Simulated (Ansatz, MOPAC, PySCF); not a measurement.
Species: SbCl2, charge 1, multiplicity 1. SMILES: [Cl][Sb+][Cl]
Geometry: optimised at B3LYP-D3(BJ)/def2-TZVP (Ansatz, an electronic-structure program).

Property: vertical electron affinity to the doublet, in eV. Terms: def2 sets with scalar-relativistic core potentials past Kr; 6-31G* and kin with 6d, 5d where marked; open shells spin-unrestricted; STO-3G and 3-21G all-electron and non-relativistic; dispersion terms only where a functional's name holds one; no spin-orbit coupling; each state is the SCF solution reached for its charge and spin; frozen cores in correlated levels (noble-gas shells and the d and f shells of earlier blocks); LANL2DZ with its own core potentials from Na on; PM7 with its own dispersion and hydrogen-bond terms. Ab initio and DFT rows: single points at B3LYP-D3(BJ) geometries (Ansatz). Semi-empirical rows: differences of heats of formation at the shared geometry for vertical values. Anions need diffuse functions, which STO-3G, LANL2DZ, def2-SVP, cc-pVDZ and Pople sets without + lack. The spin state of an ion or metal species was assumed, not searched.

```tsv
level	program	vertical electron affinity to the doublet (eV)
AM1	MOPAC	8.54
PM3	MOPAC	9.27
PM6	MOPAC	8.78
PM7	MOPAC	8.77
MNDO	MOPAC	9.39
HF/6-31G* with LANL2DZ past Ar	Ansatz	8.61
PBE/6-31G* with LANL2DZ past Ar	Ansatz	8.28
B3LYP/STO-3G	Ansatz	6.91
B3LYP/3-21G	Ansatz	8.52
B3LYP/6-31G* with LANL2DZ past Ar	Ansatz	8.50
M06-2X/6-31G* with LANL2DZ past Ar (5d)	PySCF	8.58
MP2/6-31G* with LANL2DZ past Ar	Ansatz	8.13
wB97M-V/def2-TZVPD	Ansatz	8.27
wB97X-V/def2-TZVPD	Ansatz	8.30
```

No value to compare with is used here. The 12 habitual levels span 6.91 (B3LYP/STO-3G) to 9.39 eV (MNDO); wB97M-V/def2-TZVPD gives 8.27.

The levels are drawn from those run, B3LYP/6-31G* more often than the rest, none by its result; left out are runs that failed, that the program found above a lower state of the same kind, or whose <S^2> lies over 0.5 above the pure value.
